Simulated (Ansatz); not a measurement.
Cost and result for the atomization energy of `O[C]1(S)[NH][GeH2]1` (10 atoms, 10 bonds).

Cartesian coordinates in Å:
```
O -0.0436 0.4938 1.5174
C 0.1923 -0.1721 0.3264
S 0.8346 -1.8406 0.5360
N 0.9422 0.5260 -0.7007
Ge -0.8760 0.3803 -1.1916
H 0.6923 0.2911 2.1107
H -0.2047 -2.2951 1.2571
H 1.2485 1.4346 -0.3686
H -1.0844 -0.4743 -2.4357
H -1.7013 1.6564 -1.0512
```

The species carries charge 0 and has multiplicity 1. Correlated methods include outer-core shells of Ge, which these sets cover unevenly. Scalar relativity is left out up to krypton. The structure was optimised at the PBE0-D4/def2-TZVP level. It is one conformer, not always the lowest. Program: Ansatz. All runs use 4 threads of an Arm Neoverse V1 on a shared host. Times are those of one run each, without the atoms' runs, and a repeat can differ threefold. Electronic energies, without spin–orbit coupling; frozen cores. CCSD(T)/CBS adds CCSD(T) − MP2 in def2-TZVPP to the MP2 limit, and its time is that of the two runs behind it. T1 = 0.013. With those shells the extrapolation isn't a true limit. B3LYP takes the VWN-RPA correlation (the form of Gaussian; ORCA's B3LYP/G).

CCSD(T)/CBS is a level of theory with its own doubt, some kJ/mol a heavy atom from the limit and from the frozen cores, so smaller differences don't rank the functionals.

```json
{"level": "PBE-D4/def2-TZVPP (with forces)", "functions": "253", "wall time": "2.8 s"}
{"level": "PBE0-D4/def2-TZVPP", "functions": "253", "wall time": "4 s"}
{"level": "r2SCAN-D4/def2-TZVPP (with forces)", "functions": "253", "wall time": "6 s"}
{"level": "B3LYP-D4/def2-TZVPP (with forces)", "functions": "253", "wall time": "6 s"}
{"level": "B2PLYP/def2-TZVPP", "functions": "253", "wall time": "7 s"}
{"level": "ωB97X-V/def2-TZVPP", "functions": "253", "wall time": "9.5 s"}
{"level": "ωB97M-V/def2-TZVPP (with forces)", "functions": "253", "wall time": "14 s"}
{"level": "MP2/def2-QZVPP", "functions": "480", "wall time": "28 s"}
{"level": "CCSD(T)/def2-TZVPP", "functions": "253", "wall time": "4.2 min"}
{"level": "CCSD(T)/CBS(def2)", "functions": "–", "wall time": "4.6 min"}
```

Task: What atomization energy does each give, and how far from CCSD(T)/CBS? (Best estimate.)

Result: Computed: 
```
                             level  atomization (kcal/mol)  difference from CCSD(T)/CBS  per bond
   PBE-D4/def2-TZVPP (with forces)                   796.5                         24.1       2.4
                PBE0-D4/def2-TZVPP                   770.8                         -1.6      -0.2
r2SCAN-D4/def2-TZVPP (with forces)                   772.3                         -0.1       0.0
 B3LYP-D4/def2-TZVPP (with forces)                   765.6                         -6.8      -0.7
                 B2PLYP/def2-TZVPP                   756.3                        -16.1      -1.6
                ωB97X-V/def2-TZVPP                   774.9                          2.5       0.3
  ωB97M-V/def2-TZVPP (with forces)                   771.5                         -0.9      -0.1
                    MP2/def2-QZVPP                   778.3                          5.9       0.6
                CCSD(T)/def2-TZVPP                   745.4                        -27.0      -2.7
                 CCSD(T)/CBS(def2)                   772.4                          0.0       0.0
```

From PBE to PBE0 (25 % exact exchange), in def2-TZVPP and without D4, the atomization energy moves by −24.8 kcal/mol: exact exchange takes away binding that semilocal exchange gives to molecules. In def2-TZVPP, CCSD(T) changes the Hartree–Fock value by +266.8 kcal/mol (the triples alone add +19.0 kcal/mol) and MP2 by +283.9 kcal/mol; breaking electron pairs costs correlation energy, which Hartree–Fock lacks. The D4 term adds +9.8 kcal/mol with B3LYP and +5.0 kcal/mol with PBE0; it sums over pairs of atoms, weighted by their polarisabilities, and B3LYP, whose exchange is more repulsive, gets the larger term.
